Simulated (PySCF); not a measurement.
C₂H₅BrGeO₂ (SMILES C=[CH][Ge]([OH])([OH])[Br]), singlet, geometry from GFN2-xTB; CASSCF(6,4)/STO-3G in PySCF.

The PySCF input:
```python
from pyscf import gto, scf, mcscf
import numpy

mol = gto.Mole()
mol.atom = '''
    C    -2.698637    0.008478   -0.631259
    C    -1.711044   -0.789041   -0.988007
    Ge    0.159636   -0.539887   -0.411631
    O     1.321626   -0.212663   -1.687449
    O     0.779207   -1.977877    0.324652
    Br    0.277990    1.200862    1.097713
    H    -2.541942    0.864480    0.009047
    H    -3.712910   -0.163452   -0.957922
    H    -1.873884   -1.648329   -1.620820
    H     1.253800    0.598622   -2.185492
    H     1.688349   -2.197415    0.125385
'''
mol.basis = 'sto-3g'
mol.charge = 0
mol.spin = 0
mol.verbose = 4
mol.build()

mf = scf.RHF(mol)
mf.kernel()
mc = mcscf.CASSCF(mf, 4, 6)
mc.fix_spin_(ss=0.0)
mc = mc.newton()
mc.kernel()
occ = numpy.linalg.eigvalsh(mc.fcisolver.make_rdm1(mc.ci, mc.ncas, mc.nelecas))[::-1]
ss = mc.fcisolver.spin_square(mc.ci, mc.ncas, mc.nelecas)[0]
print('natural occupations', occ.round(4), ' <S^2>', round(ss, 4))
```

It wrote (shortened):

```
PySCF version 2.14.0

[INPUT] verbose = 4
[INPUT] num. atoms = 11
[INPUT] num. electrons = 100
[INPUT] charge = 0
[INPUT] spin (= nelec alpha-beta = 2S) = 0
[INPUT] symmetry False subgroup None
[INPUT] Mole.unit = angstrom
[INPUT] Symbol           X                Y                Z      unit          X                Y                Z       unit  Magmom
[INPUT]  1 C     -2.698637000000   0.008478000000  -0.631259000000 AA   -5.099684839618   0.016021098084  -1.192906623667 Bohr   0.0
[INPUT]  2 C     -1.711044000000  -0.789041000000  -0.988007000000 AA   -3.233404547080  -1.491071391053  -1.867062639153 Bohr   0.0
[INPUT]  3 Ge     0.159636000000  -0.539887000000  -0.411631000000 AA    0.301668319621  -1.020238568213  -0.777869854381 Bohr   0.0
[INPUT]  4 O      1.321626000000  -0.212663000000  -1.687449000000 AA    2.497511179104  -0.401874826828  -3.188816459171 Bohr   0.0
[INPUT]  5 O      0.779207000000  -1.977877000000   0.324652000000 AA    1.472487824344  -3.737645838076   0.613503365792 Bohr   0.0
[INPUT]  6 Br     0.277990000000   1.200862000000   1.097713000000 AA    0.525324965368   2.269300293397   2.074376933375 Bohr   0.0
[INPUT]  7 H     -2.541942000000   0.864480000000   0.009047000000 AA   -4.803574204529   1.633630440164   0.017096352249 Bohr   0.0
[INPUT]  8 H     -3.712910000000  -0.163452000000  -0.957922000000 AA   -7.016383025159  -0.308879514512  -1.810210228696 Bohr   0.0
[INPUT]  9 H     -1.873884000000  -1.648329000000  -1.620820000000 AA   -3.541127549204  -3.114890373178  -3.062905897218 Bohr   0.0
[INPUT] 10 H      1.253800000000   0.598622000000  -2.185492000000 AA    2.369338614980   1.131231632139  -4.129981327428 Bohr   0.0
[INPUT] 11 H      1.688349000000  -2.197415000000   0.125385000000 AA    3.190517212683  -4.152512532011   0.236943310129 Bohr   0.0

nuclear repulsion = 796.845685039453
number of shells = 33
number of NR pGTOs = 183
number of NR cGTOs = 61
basis = sto-3g
ecp = {}

******** <class 'pyscf.scf.hf.RHF'> ********
method = RHF
initial guess = minao
damping factor = 0
level_shift factor = 0
DIIS = <class 'pyscf.scf.diis.CDIIS'>
diis_start_cycle = 1
diis_space = 8
diis_damp = 0
SCF conv_tol = 1e-09
SCF conv_tol_grad = None
SCF max_cycles = 50
direct_scf = True
direct_scf_tol = 1e-13
Set gradient conv threshold to 3.16228e-05
Initial guess from minao.
init E= -4816.06363836046
  HOMO = -0.477959455835325  LUMO = -0.239501528253951  gap/eV = 6.48877
cycle= 1 E= -4821.68667528359  delta_E= -5.62  |g|= 0.637  |ddm|= 4.11
  HOMO = -0.223617116797515  LUMO = 0.22133621651632  gap/eV = 12.10780
cycle= 2 E= -4821.85920981734  delta_E= -0.173  |g|= 0.151  |ddm|= 1.21
  HOMO = -0.279992792161257  LUMO = 0.285952630442492  gap/eV = 15.40016
cycle= 3 E= -4821.8702433023  delta_E= -0.011  |g|= 0.0425  |ddm|= 0.325
  HOMO = -0.305008462100827  LUMO = 0.281724068579242  gap/eV = 15.96581
cycle= 4 E= -4821.87142943042  delta_E= -0.00119  |g|= 0.0145  |ddm|= 0.107
  HOMO = -0.306931870328475  LUMO = 0.281094931253207  gap/eV = 16.00102
cycle= 5 E= -4821.87152890975  delta_E= -9.95e-05  |g|= 0.00466  |ddm|= 0.03
  HOMO = -0.307217395769388  LUMO = 0.282241204317179  gap/eV = 16.03999
cycle= 6 E= -4821.87154879017  delta_E= -1.99e-05  |g|= 0.00199  |ddm|= 0.0136
  HOMO = -0.307369753230847  LUMO = 0.282561176976735  gap/eV = 16.05284
cycle= 7 E= -4821.87155137996  delta_E= -2.59e-06  |g|= 0.000349  |ddm|= 0.0059
  HOMO = -0.307380495362385  LUMO = 0.282486706482697  gap/eV = 16.05110
cycle= 8 E= -4821.87155146413  delta_E= -8.42e-08  |g|= 8.47e-05  |ddm|= 0.000985
  HOMO = -0.307381501950395  LUMO = 0.282497923016085  gap/eV = 16.05144
cycle= 9 E= -4821.87155146897  delta_E= -4.84e-09  |g|= 1.33e-05  |ddm|= 0.000254
  HOMO = -0.307379857223285  LUMO = 0.28249767456598  gap/eV = 16.05139
cycle= 10 E= -4821.87155146907  delta_E= -9.91e-11  |g|= 3.65e-06  |ddm|= 3.58e-05
  HOMO = -0.307379891413606  LUMO = 0.282496773941122  gap/eV = 16.05136
Extra cycle  E= -4821.87155146907  delta_E= 9.09e-13  |g|= 1.45e-06  |ddm|= 8.04e-06
converged SCF energy = -4821.87155146907

******** <class 'pyscf.mcscf.newton_casscf.CASSCF'> ********
CAS (3e+3e, 4o), ncore = 47, nvir = 10
max_cycle_macro = 50
max_cycle_micro = 10
conv_tol = 1e-07
conv_tol_grad = None
orbital rotation max_stepsize = 0.03
augmented hessian ah_max_cycle = 30
augmented hessian ah_conv_tol = 1e-12
augmented hessian ah_linear dependence = 1e-14
augmented hessian ah_level shift = 1e-08
augmented hessian ah_start_tol = 500
augmented hessian ah_start_cycle = 3
augmented hessian ah_grad_trust_region = 3
kf_trust_region = 3
kf_interval = 5
natorb = False
canonicalization = True
internal_rotation = False
******** <class 'pyscf.fci.addons.SpinPenaltyFCISolver'> ********
max. cycles = 50
conv_tol = 1e-08
davidson only = True
linear dependence = 1e-12
level shift = 0.001
max iter space = 12
nroots = 1
pspace_size = 400
spin = None

WARN: SO-CASSCF (Second order CASSCF) is an experimental feature. Its performance is bad for large systems.

CASCI E = -4821.87159671632  dE = -4821.8716  S^2 = 0.0000000
Set conv_tol_grad to 0.000316228
macro 1 (7 JK  4 micro), CASSCF E = -4821.87162854096  dE = -3.182e-05  |grad|=0.000519  S^2 = 0.0000000
macro 2 (7 JK  4 micro), CASSCF E = -4821.87167225232  dE = -4.371e-05  |grad|=0.000846  S^2 = 0.0000000
macro 3 (7 JK  4 micro), CASSCF E = -4821.87169522107  dE = -2.297e-05  |grad|=0.00125  S^2 = 0.0000000
macro 4 (7 JK  4 micro), CASSCF E = -4821.87181144755  dE = -0.0001162  |grad|=0.00128  S^2 = 0.0000000
macro 5 (10 JK  7 micro), CASSCF E = -4821.8732419661  dE = -0.001431  |grad|=0.00215  S^2 = 0.0000000
macro 6 (20 JK  15 micro), CASSCF E = -4821.88764586236  dE = -0.0144  |grad|=0.0967  S^2 = 0.0000000
macro 7 (19 JK  14 micro), CASSCF E = -4821.91011912178  dE = -0.02247  |grad|=0.0454  S^2 = 0.0000000
macro 8 (16 JK  11 micro), CASSCF E = -4821.91263259022  dE = -0.002513  |grad|=0.012  S^2 = 0.0000000
macro 9 (10 JK  6 micro), CASSCF E = -4821.91289693551  dE = -0.0002643  |grad|=0.00907  S^2 = 0.0000000
macro 10 (11 JK  7 micro), CASSCF E = -4821.9131361104  dE = -0.0002392  |grad|=0.00767  S^2 = 0.0000000
macro 11 (11 JK  7 micro), CASSCF E = -4821.91348055739  dE = -0.0003444  |grad|=0.0061  S^2 = 0.0000000
macro 12 (11 JK  7 micro), CASSCF E = -4821.91374625558  dE = -0.0002657  |grad|=0.00459  S^2 = 0.0000000
macro 13 (11 JK  7 micro), CASSCF E = -4821.91396471241  dE = -0.0002185  |grad|=0.00341  S^2 = 0.0000000
macro 14 (11 JK  7 micro), CASSCF E = -4821.91407148699  dE = -0.0001068  |grad|=0.00197  S^2 = 0.0000000
macro 15 (11 JK  7 micro), CASSCF E = -4821.91419884995  dE = -0.0001274  |grad|=0.00201  S^2 = 0.0000000
macro 16 (11 JK  7 micro), CASSCF E = -4821.91432818557  dE = -0.0001293  |grad|=0.00152  S^2 = 0.0000000
macro 17 (11 JK  7 micro), CASSCF E = -4821.91436700215  dE = -3.882e-05  |grad|=0.00192  S^2 = 0.0000000
macro 18 (8 JK  4 micro), CASSCF E = -4821.91437037521  dE = -3.373e-06  |grad|=0.000818  S^2 = 0.0000000
macro 19 (13 JK  9 micro), CASSCF E = -4821.91437090429  dE = -5.291e-07  |grad|=0.000294  S^2 = 0.0000000
macro 20 (23 JK  18 micro), CASSCF E = -4821.91437075748  dE = 1.468e-07  |grad|=0.0001  S^2 = 0.0000000
macro 21 (13 JK  9 micro), CASSCF E = -4821.91437102496  dE = -2.675e-07  |grad|=0.000147  S^2 = 0.0000000
macro 22 (19 JK  14 micro), CASSCF E = -4821.91437103073  dE = -5.773e-09  |grad|=4.65e-05  S^2 = 0.0000000
newton CASSCF converged in 22 macro (44 KF 223 Hx) steps
CASSCF canonicalization
Density matrix diagonal elements [1.91442421 1.99659236 1.97517145 0.11381198]
CASSCF energy = -4821.91437103073
CASCI E = -4821.91437103073  E(CI) = -9.58476178920228  S^2 = 0.0000000
natural occupations [1.9996 1.9988 1.888  0.1136]  <S^2> 0.0
```
